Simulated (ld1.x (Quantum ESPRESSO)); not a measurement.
# Before and after: TM potential for I (Z = 53)

- Element: iodine
- Generator: ld1.x (Quantum ESPRESSO) 7.5
- Type: norm-conserving Troullier–Martins (Kleinman–Bylander form)
- Functional: PBE
- Relativity: scalar-relativistic
- Frozen core: [Kr]
- Valence charge: 17
- Reference configuration: 4d10 5s2 5p4.5 (charge +0.5)
- Partial waves: 5s (bound): rc 1.80 bohr; 5p (bound): rc 2.00 bohr; 4d (bound): rc 1.25 bohr
- Local potential: the d channel
- Core correction: Bessel-smoothed model core inside 1.05 bohr

Change: wave 4d (bound): rc 1.25 bohr becomes 4d (bound): rc 1.34 bohr.

Cutoffs: the cutoffs (Ry, on a coarse ladder) from which the occupation-weighted sum of valence levels, in a spherical-Bessel basis at the reference potential, stays within 10 and 1 mRy of its value at 400 Ry; they do not see the model core or the augmentation charge, which bear on the density cutoff. Errors are all-electron minus pseudo energies relative to the spin-unpolarised reference configuration.

How do hardness, ghosts and transferability respond?

The potential gets softer (120 Ry and 200 Ry → 110 Ry and 180 Ry); both files keep a bound ghost (p, s); of the 7 tests that both files solve, the error grows in 1 and shrinks in 0 by more than 15 % and 0.3 meV (median size 2.4 → 2.3 meV). A larger radius leaves more room for a smooth pseudo-wave, so fewer plane waves are needed.

```csv
quantity,base,changed
"cutoff, loose",120 Ry,110 Ry
"cutoff, tight",200 Ry,180 Ry
loose cutoff by channel (10 mRy a level),"s 25 Ry, p 10 Ry, d 100 Ry","s 25 Ry, p 10 Ry, d 90 Ry"
bound ghosts,"s, p","s, p"
"error for 4d10 5s2 5p5, meV [ΔE -4.53 eV]",+1.6,+1.5
"error for 4d10 5s2 5p4, meV [ΔE 6.60 eV]",-1.4,-1.5
"error for 4d10 5s2 5p3, meV [ΔE 26.45 eV]",-1.8,-2.3
"error for 4d10 5s2 5p1, meV [ΔE 95.20 eV]",+18,+16
"error for 4d10 5s2 5p5.3, meV [ΔE -6.31 eV]",+2.4,+2.3
"error for 4d9 5s2 5p6, meV [ΔE 41.33 eV]",-478,-480
"error for 4d9 5s2 5p5, meV [ΔE 53.71 eV]",-416,-420
s: phases at 2.19 bohr within 0.05 rad from the reference energy up to (Ry; the scan ends near 5),2.2,2.3
p: phases at 2.19 bohr within 0.05 rad from the reference energy up to (Ry; the scan ends near 5),4.6,4.7
d: phases at 2.19 bohr within 0.05 rad from the reference energy up to (Ry; the scan ends near 5),to the end of the scan,to the end of the scan
```

 A true bound ghost makes a file unfit for plane-wave use even where its test errors are small: the radial tests pick states by their node count and pass the ghost by.
